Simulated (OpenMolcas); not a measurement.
Computed transition rates of S II

```yaml
Program: OpenMolcas 26.06
Method: "SS-CASPT2, IPEA 0.25 Eh, imaginary shift 0.1 Eh (closed shells correlated: 2s 2p)"
Basis: ANO-RCC [8s7p5d4f2g]
Scalar_Hamiltonian: DKH2, point nucleus
Active_space: 5 electrons in 8 orbitals (3s 3p 4s 4p)
State_averaging: 2S+1 = 4 odd, 1 root; 2S+1 = 2 odd, 8 roots; 2S+1 = 4 even, 3 roots; 2S+1 = 2 even, 6 roots
Spin-orbit_coupling: RASSI with atomic mean-field integrals over the reference wave functions, term energies averaged over their components
```

Rates come from the transition moments of the reference wave functions (E1 and E2 in the length form). At fixed line strength A goes as λ^-3 for E1 and M1 and as λ^-5 for E2, so a rate at the computed wavelength can be rescaled to the measured one. Measured vacuum wavelengths follow from level energies in NIST Handbook of Basic Atomic Spectroscopic Data. Branching counts decays inside the model space alone, at computed energies, and the table is only a selection of the E2 and M1 lines, drawn from those between levels with measured partners whose computed energy lies within a factor of 1.5 of the measured one.

```csv
Upper,Lower,Type,λ computed (nm),λ measured (nm),A computed (s-1),A rescaled (s-1),Branching %
3s2 3p3 2P* 3/2,3s2 3p3 4S* 3/2,M1,400.2,407,1.96e-01,,39.3
3s2 3p3 2P* 3/2,3s2 3p3 2D* 5/2,E2,1040,1032,1.43e-01,1.49e-01,28.7
3s2 3p3 2P* 1/2,3s2 3p3 2D* 3/2,E2,1039,1034,1.24e-01,1.27e-01,38.3
3s2 3p3 2P* 1/2,3s2 3p3 2D* 5/2,E2,1042,1037,8.11e-02,8.31e-02,25.1
3s2 3p3 2P* 1/2,3s2 3p3 4S* 3/2,M1,400.5,407.8,7.89e-02,,24.4
3s2 3p3 2P* 3/2,3s2 3p3 2D* 3/2,M1,1036,1029,6.30e-02,,12.6
3s2 3p3 2P* 3/2,3s2 3p3 2D* 3/2,E2,1036,1029,6.17e-02,6.38e-02,12.4
3s2 3p3 2P* 1/2,3s2 3p3 2D* 3/2,M1,1039,1034,3.91e-02,,12.1
3s2 3p3 2P* 3/2,3s2 3p3 2D* 5/2,M1,1040,1032,3.51e-02,,7.0
3s2 3p3 2D* 3/2,3s2 3p3 4S* 3/2,M1,651.9,673.3,5.03e-04,,73.9
3s2 3p3 2D* 5/2,3s2 3p3 4S* 3/2,E2,650.5,671.8,2.80e-04,,96.2
3s2 3p3 2D* 3/2,3s2 3p3 4S* 3/2,E2,651.9,673.3,1.78e-04,,26.1
3s2 3p3 2D* 5/2,3s2 3p3 4S* 3/2,M1,650.5,671.8,1.06e-05,,3.6
```

Spin-changing lines and M1 lines between different terms are not rescaled, since their strength hangs on the term gaps too.

The largest correction is for 3s2 3p3 2P* 3/2 → 3s2 3p3 2D* 5/2 (E2): 1.43e-01 × (1040 / 1032)^5 = 1.49e-01 s-1, a factor of 1.04.

No measured rate stands beside these. Rescaling mends the energy factor alone: line strengths can still be far off where a level mixes with configurations outside the active space, and weak or spin-changing lines hang on small mixing coefficients that depend on the term gaps too, so rescaling need not improve them.

Term energies are means over components that CASPT2 splits; among the terms shown or strongly mixed into the levels shown the widest spread is 73 cm-1 (3s2 3p3 2D*). Over all roots computed the reference weight is 0.83 to 0.95; the roots of lowest weight are the least certain, and an intruder state may touch them. Active for correlation alone: 4p 4s; no level in the range computed is led by a configuration that fills them, so any true level of that kind is missing. Measured partners are found by configuration, term and J. A level has none where our copy of the source lacks it or the pairing is in doubt (some pairs that miss far off the trend of their configuration count as doubtful). Only configurations of the active space appear.

* marks odd parity.
